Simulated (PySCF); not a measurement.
Input of a run (PBE0-D3(BJ)/def2-SVP geometry optimisation, gas phase (PySCF 2.14.0)), started from GFN2-xTB:
```
{"job": {"xc": "PBE0", "basis": "def2-SVP", "d3": "d3bj", "grid": 1, "kind": "geom"}, "charge": 0, "multiplicity": 1}
Ge     0.003410     0.000080    -0.006260
H     -0.594380    -0.848190    -1.064520
H      0.552570    -0.860700     1.069310
H     -1.036890     0.894530     0.554950
H      1.092540     0.819990    -0.587840
```

Output (energies in Eh, forces in Eh/bohr):
```
step   0  E = -2078.85288751  max force = 0.015596
step   1  E = -2078.85697382  max force = 0.001979
step   2  E = -2078.85705509  max force = 0.000225
step   3  E = -2078.85705625  max force = 0.000015
optimisation converged
```

Question: Summarise the run.

Answer: The energy falls by 0.113 eV over 4 energy and gradient evaluations, the largest force component goes from 0.0156 to 1.5e-05 Eh/bohr, and the atoms move by 0.049 Å rms after alignment. Among the bonds, Ge1–H2, Ge1–H3, Ge1–H4 and Ge1–H5 change most and about equally (+0.054 to +0.055 Å). Bonds longer at the end by more than 0.005 Å: 4 of 4; shorter: 0. The energy never rose by more than 1e-6 Eh on the way. The first step brought 98 % of the lowering.

Question: What are the final bond lengths?

Answer: Ge1–H2 1.537 Å, Ge1–H3 1.537 Å, Ge1–H4 1.537 Å, Ge1–H5 1.537 Å. Numbering counts from 1 in the input's order; the species is `[GeH4]`.

The run used 52 basis functions and 22 SCF cycles in all.

No frequency check.
